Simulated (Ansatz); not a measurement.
System: methyl-[(E)-prop-1-enyl]silane, C4H10Si (charge 0, singlet). 
Coordinates optimised at B3LYP-D3(BJ)/def2-TZVP (Ansatz, an electronic-structure program):
SMILES: C/C=C/[SiH2]C
```xyz
15

C      2.9237     0.3824     0.4020
C      1.5522    -0.2141     0.3733
C      0.5279     0.2177    -0.3646
Si    -1.1617    -0.5572    -0.3519
C     -2.4754     0.6550     0.2231
H      3.1867     0.7054     1.4138
H      3.6749    -0.3562     0.1064
H      3.0019     1.2407    -0.2660
H      1.4071    -1.0773     1.0207
H      0.7013     1.0826    -1.0053
H     -1.1214    -1.7378     0.5489
H     -1.5167    -1.0254    -1.7179
H     -2.5037     1.5331    -0.4257
H     -2.2712     0.9945     1.2403
H     -3.4660     0.1958     0.2086
```

Atomisation energy built up term by term with Ansatz (kcal/mol; UHF references for open shells; valence terms freeze the core; atomic spin-orbit terms are left out). Basis-set limits of correlation are two-point, X^-3; Hartree-Fock from the larger set.

| term | basis | kcal/mol |
|---|---|---|
| Hartree-Fock | cc-pV(Q+d)Z | 1051.78 |
| CCSD correlation | CBS(cc-pV(T+d)Z,cc-pV(Q+d)Z) | 305.63 |
| (T) | CBS(cc-pV(T+d)Z,cc-pV(Q+d)Z) | 17.54 |
| core correlation | cc-pwCVTZ | 4.55 |
| scalar relativity (X2C) | cc-pVTZ-DK against cc-pVTZ | -1.38 |
| sum: De |  | 1378.1 |

(T) makes 1.3 % of the CCSD(T) atomisation energy; under 5 % is typical of single-reference molecules.
